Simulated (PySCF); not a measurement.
C3H6ClFO2S.
Z-matrix (Å and degrees, PBE0-D3(BJ)/def2-SVP geometry), rows numbered from 1:
```
C 
C   1  1.5123
C   2  1.5220  1  114.65
F   3  1.3685  2  107.90  1    59.82
S   2  1.8032  1  111.94  3  -126.97
O   5  1.4454  2  109.13  1   -48.05
O   5  1.4477  2  109.21  1   176.27
Cl  5  2.1054  2  100.77  1    64.12
H   1  1.0977  2  111.10  3  -176.42
H   1  1.0997  2  110.97  3    62.17
H   1  1.0988  2  108.13  3   -56.74
H   2  1.1059  1  110.60  3   123.13
H   3  1.1023  2  110.38  1   -59.48
H   3  1.1006  2  110.57  1   179.63
```

All values: PBE0/pcSseg-1 and PBE0/def2-SVPD (PySCF, non-relativistic), on one gas-phase PBE0-D3(BJ)/def2-SVP geometry that isn't relaxed in the solvent. The solvent is an IEF-PCM continuum (van der Waals radii × 1.2). The model holds no explicit solvent molecules, cavitation or dispersion.

Gas phase at PBE0/pcSseg-1: HOMO -9.36 eV, LUMO -2.13 eV, dipole 2.59 D.

Task: What does the continuum do to the energy, the frontier levels and the dipole at PBE0/pcSseg-1 in chloroform and tetrahydrofuran?

Result: 
| solvent | ε | E(solvent) − E(gas) (kcal/mol) | polarisation term (kcal/mol) | distortion of the solute (kcal/mol) | HOMO (eV) | LUMO (eV) | dipole (D) |
| --- | --- | --- | --- | --- | --- | --- | --- |
| chloroform | 4.711 | -5.03 | -5.47 | 0.44 | -9.33 | -2.04 | 3.05 |
| tetrahydrofuran | 7.426 | -5.76 | -6.35 | 0.59 | -9.33 | -2.03 | 3.12 |

The first energy column is the sum of the next two and covers electrostatics alone. From chloroform to tetrahydrofuran the lowering changes by a factor 1.14, Onsager's factor (ε − 1)/(2ε + 1) by 1.14 and ε itself by 1.6.

Task: Which radius a makes the point-dipole formula ΔE = −[(ε − 1)/(2ε + 1)]·μ²/a³ give the value in tetrahydrofuran, with the gas-phase dipole?

Result: μ = 1.019 au and |ΔE| = 0.00917 Eh give a = 1.89 Å; the farthest nucleus lies 2.60 Å from the centroid of the nuclei, so such a sphere wouldn't even hold the nuclei. The formula assumes a rigid point dipole at the centre of a sphere.

Task: Which Mulliken charges (PBE0/pcSseg-1) respond most in chloroform (means over atoms taken as equivalent)?

Result: 
| atoms | environment | gas (e) | solvent (e) | change |
| --- | --- | --- | --- | --- |
| O6 | sulfonyl oxygen | -0.460 | -0.484 | -0.024 |
| O7 | sulfonyl oxygen | -0.466 | -0.488 | -0.022 |
| H12 | methine hydrogen | +0.200 | +0.220 | +0.020 |
| F4 | alkyl fluorine | -0.321 | -0.333 | -0.012 |
| H13 | methylene hydrogen | +0.123 | +0.134 | +0.011 |
| S5 | sulfonyl sulfur | +1.012 | +1.021 | +0.009 |

Task: Which Mayer bond orders change most in chloroform?

Result: 
```
  bond  length (Å)    gas  solvent  change
 S5–O6       1.445  1.750    1.736  -0.014
 S5–O7       1.448  1.737    1.726  -0.011
 C3–F4       1.369  0.898    0.888  -0.010
C2–H12       1.106  0.891    0.882  -0.009
S5–Cl8       2.105  0.792    0.799  +0.007
 C2–S5       1.803  0.835    0.840  +0.005
C1–H10       1.100  0.954    0.952  -0.002
C1–H11       1.099  0.942    0.940  -0.002
```

Task: How do the nuclear quadrupole coupling constants eQVzz/h respond in chloroform?

Result: 
| nucleus | Q (barn) | gas (MHz) | solvent (MHz) | η gas | η solvent |
| --- | --- | --- | --- | --- | --- |
| 33S at S5 | -0.06781 | -14.52 | -14.95 | 0.08 | 0.21 |
| 17O at O6 | -0.0256 | -8.27 | -8.29 | 0.28 | 0.27 |
| 17O at O7 | -0.0256 | -8.33 | -8.35 | 0.29 | 0.28 |
| 35Cl at Cl8 | -0.0817 | -69.22 | -69.54 | 0.07 | 0.06 |

Gas phase at PBE0/def2-SVPD: HOMO -9.41 eV, LUMO -2.27 eV, dipole 2.61 D.

Task: What does the continuum do to the energy, the frontier levels and the dipole at PBE0/def2-SVPD in chloroform?

Result: 
| solvent | ε | E(solvent) − E(gas) (kcal/mol) | polarisation term (kcal/mol) | distortion of the solute (kcal/mol) | HOMO (eV) | LUMO (eV) | dipole (D) |
| --- | --- | --- | --- | --- | --- | --- | --- |
| chloroform | 4.711 | -5.03 | -5.59 | 0.56 | -9.39 | -2.19 | 3.18 |

Task: How does the static polarisability (PBE0/def2-SVPD, frozen core, with the continuum's full static response) change?

Result: 
```json
{"medium": "gas", "isotropic (au)": "79.4", "principal values (au)": "74.9, 78.3, 84.9", "⟨r²⟩ of the electrons (bohr²)": "1314.7"}
{"medium": "chloroform", "isotropic (au)": "98.6", "principal values (au)": "92.9, 96.8, 106.3", "⟨r²⟩ of the electrons (bohr²)": "1315.4"}
```

The isotropic value in chloroform is 1.24 times the gas-phase one; no cavity-field correction is applied. ⟨r²⟩ is taken about the centre of nuclear charge.

The run took 19 s wall on an Arm Neoverse V2 with one thread (shared host), and the process peaked at 0.95 GiB of memory. This is the whole shielding run at PBE0/pcSseg-1 in tetrahydrofuran, SCF included.
